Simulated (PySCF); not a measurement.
## A search over the determinants of LiGa

Unrestricted PBE0; basis Li aug-pcseg-1, Ga aug-pcseg-1; no relativity; PySCF 2.14. Outer shells of the fragments: Li 2s1; Ga 3d10 4s2 4p1.

Followed along the bond (rough minima from three points):

```
2Ms+1  unpaired  ⟨S²⟩ at the start  R at minimum (Å)  Te (eV)
    1      none               0.00              2.88     0.00
    3  σ ↑, π ↑               2.00              2.61     0.08
    1  σ ↑, π ↓               1.01              2.67     0.32
    3      π ↑↑               2.00  none in the scan   ≤ 0.85
    1      π ↑↓               1.01  none in the scan   ≤ 1.05
```

Solutions found at the starting distance of 2.490 Å, counted from the lowest of them; the search is not exhaustive and high or unbound solutions are not listed, so other states can lie among these:

| 2Ms+1 | unpaired | term | E (eV) | ⟨S²⟩ | ⟨Lz²⟩ | μ (D) |
| --- | --- | --- | --- | --- | --- | --- |
| 3 | σ ↑, π ↑ | ³Π | 0.00 | 2.00 | 1.00 | -4.23 |
| 1 | none | ¹Σ⁺ | 0.10 | 0.00 | 0.00 | -3.04 |
| 1 | σ ↑, π ↓ | mixed | 0.26 | 1.01 | 1.00 | -4.34 |
| 3 | π ↑↑ | ³Σ⁻ | 0.81 | 2.00 | 0.00 | -4.53 |
| 1 | π ↑↓ | mixed | 1.00 | 1.01 | 2.01 | -4.32 |
| 3 | σ ↑↑ | ³Σ⁺ | 1.13 | 2.00 | 0.00 | 5.21 |
| 1 | none | mixed | 1.53 | 0.00 | 2.00 | -3.65 |
| 3 | π ↑↑ | mixed | 3.04 | 2.00 | 2.01 | 2.50 |

A term symbol is given only where ⟨S²⟩ and ⟨Lz²⟩ are close to those of a pure state; real π, δ and φ orbitals otherwise mix terms. A positive dipole means Li(−)Ga(+).

**Question.** Compare the gap between the two lowest followed solutions at the starting distance with the gap between their minima.

**Answer.** At PBE0 the second solution (triplet, unpaired electrons σ ↑, π ↑) lies -0.10 eV from the first (singlet, closed shell) at 2.490 Å and +0.08 eV at the minima; the two curves relax by different amounts, since their minima lie near 2.61 and 2.88 Å.

Counting both spins, an empty level lies below a filled one in some of these solutions, because spin and occupation are held.
